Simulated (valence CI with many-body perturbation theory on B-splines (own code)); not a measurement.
## Forbidden lines of Nd27+

Calculated by valence CI with perturbative core correlation (CI+MBPT): five valence electrons over a frozen Dirac-Fock core [Ar] 3d10, a basis of 11 s, 11 p, 10 d, 8 f, 5 g, 2 h functions for each j, with the one-electron correlation potential Σ1 (screened to all orders), the two-electron term Σ2, the three-electron term Σ3, Breit, model QED; selected single and double excitations, second order for the rest, scaled by the run's own slope (own B-spline code, finite nucleus).

No measured spectrum was set against this ion. As an estimate, large intervals hold to a few tenths of a per cent, small ones and those within an open d or f shell to about a per cent. Among the levels kept, up to 2000 cm⁻¹ of a level comes from second order outside the variational space, and about a tenth of that is noise between levels of different J, which matters for small intervals.

Lines 1 to 20 of 20 in falling wavelength, among levels below 294.60 eV, chosen from the decays that carry over 1 % of a level's rate. Wavelengths and rates use the calculated energies. Electric multipoles are in the length gauge, E1 and E2 with the static RPA response of the core. Weak lines are less certain than strong ones. Lines between different terms over intervals too small for the method are left out, as are lines whose strength nearly cancels. Branching is blank where the lifetime is uncertain.

Levels are named by their leading jj configuration (3d3/2^4 stands for four electrons in 3d with j = 3/2), which in mixed levels can hold well under half, so a name can repeat and another be missing. Letters in brackets count levels of one name in rising energy.

```
λ vac (Å)                           Upper                               Lower  Type   A (s⁻¹)  Branch %
     3086  (4s^2 4p1/2 4p3/2 4d5/2) J=9/2  (4s^2 4p1/2 4p3/2 4d5/2) J=7/2 [a]    M1  1.33e+02          
     1836  (4s^2 4p1/2 4p3/2 4d5/2) J=9/2      (4s^2 4p1/2 4p3/2 4d3/2) J=7/2    M1  2.17e+03          
    614.3      (4s^2 4p3/2^2 4d5/2) J=9/2  (4s^2 4p1/2 4p3/2 4d5/2) J=7/2 [b]    M1  4.40e+04      17.6
    493.7  (4s^2 4p1/2 4p3/2 4d5/2) J=9/2          (4s^2 4p1/2^2 4d5/2) J=5/2    E2  5.17e+02          
    476.9      (4s^2 4p1/2 4p3/2^2) J=3/2          (4s^2 4p1/2^2 4p3/2) J=3/2    M1  1.93e+05      99.8
    467.3            (4s^2 4p3/2^3) J=3/2          (4s^2 4p1/2 4p3/2^2) J=1/2    M1  4.92e+04      10.3
    435.5      (4s^2 4p3/2^2 4d5/2) J=9/2      (4s^2 4p1/2 4p3/2 4d5/2) J=9/2    M1  9.93e+04      39.7
    415.0      (4s^2 4p1/2 4p3/2^2) J=5/2          (4s^2 4p1/2^2 4p3/2) J=3/2    M1  3.61e+04      93.2
    415.0      (4s^2 4p1/2 4p3/2^2) J=5/2          (4s^2 4p1/2^2 4p3/2) J=3/2    E2  2.46e+03       6.4
    394.0            (4s^2 4p3/2^3) J=3/2          (4s^2 4p1/2 4p3/2^2) J=5/2    M1  7.55e+04      15.9
    394.0            (4s^2 4p3/2^3) J=3/2          (4s^2 4p1/2 4p3/2^2) J=5/2    E2  6.23e+03       1.3
    381.6      (4s^2 4p3/2^2 4d5/2) J=9/2  (4s^2 4p1/2 4p3/2 4d5/2) J=7/2 [a]    M1  8.21e+04      32.8
    356.1      (4s^2 4p1/2 4p3/2^2) J=1/2          (4s^2 4p1/2^2 4p3/2) J=3/2    M1  1.68e+05      97.8
    356.1      (4s^2 4p1/2 4p3/2^2) J=1/2          (4s^2 4p1/2^2 4p3/2) J=3/2    E2  3.67e+03       2.1
    352.0      (4s^2 4p3/2^2 4d5/2) J=9/2      (4s^2 4p1/2 4p3/2 4d3/2) J=7/2    M1  1.55e+04       6.2
    350.8            (4s^2 4p3/2^3) J=3/2          (4s^2 4p1/2 4p3/2^2) J=3/2    M1  3.41e+05      71.7
    238.0  (4s^2 4p1/2 4p3/2 4d5/2) J=9/2          (4s 4p1/2^2 4p3/2^2) J=5/2    E2  5.64e+02          
    153.9      (4s^2 4p3/2^2 4d5/2) J=9/2          (4s 4p1/2^2 4p3/2^2) J=5/2    E2  5.37e+03       2.1
    111.5  (4s^2 4p1/2 4p3/2 4d5/2) J=9/2          (4s^2 4p1/2 4p3/2^2) J=5/2    M2  1.47e+03          
    87.91  (4s^2 4p1/2 4p3/2 4d5/2) J=9/2          (4s^2 4p1/2^2 4p3/2) J=3/2    E3  6.39e+01
```
